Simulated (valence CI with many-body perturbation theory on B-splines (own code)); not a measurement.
**Basis-set convergence for Mg VII**

Calculated by valence CI with perturbative core correlation (CI+MBPT): four valence electrons over a frozen Dirac-Fock core [He], radial functions for each j: 9 s, 9 p, 8 d, 6 f, 3 g, 1 h, with the one-electron correlation potential Σ1 (screened to all orders), the two-electron term Σ2, the three-electron term Σ3, Breit, model QED; selected single and double excitations, second order for the rest, scaled by the run's own slope (own B-spline code, finite nucleus).

Against 26 measured levels this calculation errs by 193 cm⁻¹ on average and by 494 at most. These come from a selection out of NIST levels in Kelleher and Podobedova, J. Phys. Chem. Ref. Data 37, 267 (2008). Levels without a partner in it may be off by more.

The reference run has the lowest level 2s²2p² ³P_0 and an ionisation energy of 225.033 eV. Its largest variational space holds 21376 state functions.

Changed runs:
A. basis 6 s, 6 p, 5 d, 3 f, 1 g
B. basis 5 s, 5 p, 4 d, 2 f

Excitation energies of the reference run in cm⁻¹, and shifts in cm⁻¹:

| Level | Reference | A | B |
| --- | --- | --- | --- |
| 2s²2p² ³P_1 | 1112 | -1.4 | -1.6 |
| 2s²2p² ³P_2 | 2927 | -1.2 | -2.4 |
| 2s²2p² ¹D_2 | 41128 | +151 | +451 |
| 2s²2p² ¹S_0 | 85450 | +224 | +654 |
| 2s2p³ ⁵S°_2 | 117811 | -228 | -697 |
| 2s2p³ ³D°_3 | 232920 | +78 | +231 |
| 2s2p³ ³D°_2 | 233028 | +77 | +232 |
| 2s2p³ ³D°_1 | 233092 | +77 | +232 |
| 2s2p³ ³P°_1 | 275081 | +153 | +455 |
| 2s2p³ ³P°_2 | 275095 | +152 | +454 |
| 2s2p³ ³P°_0 | 275135 | +153 | +455 |
| 2s2p³ ¹D°_2 | 354764 | +259 | +800 |
| Ionisation energy (eV) | 225.033 | -0.018 | -0.054 |
